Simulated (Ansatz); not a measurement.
Basis-set extrapolation for `CB(F)CCl` (PBE0-D4/def2-TZVP geometry, frozen core, the Gaussian-basis code of Ansatz). Multiplicity 1, RHF reference.

```csv
,def2-TZVPP,def2-QZVPP
HF,-662.442059,-662.463899
MP2 correlation,-0.881112,-0.953333
CCSD(T) correlation,-0.961221,not run
```

Energies in hartree. Use E(X) = E(∞) + A·exp(−7.88·√X) for Hartree–Fock and E(X) = E(∞) + B·X^(−2.97) for correlation, with X = 3 and 4, and add CCSD(T) minus MP2 of the smaller set to the MP2 limit.

Q: What is the CCSD(T) energy at the basis-set limit?

A: HF limit: -662.463899 + (-0.021840) × 0.13774 = -662.46691. MP2 limit: -0.953333 + (-0.072221) × 0.74074 = -1.00683. Higher-order term: -0.961221 − (-0.881112) = -0.08011. Total: -663.55385 hartree, 395.3 kJ/mol below CCSD(T)/def2-TZVPP.
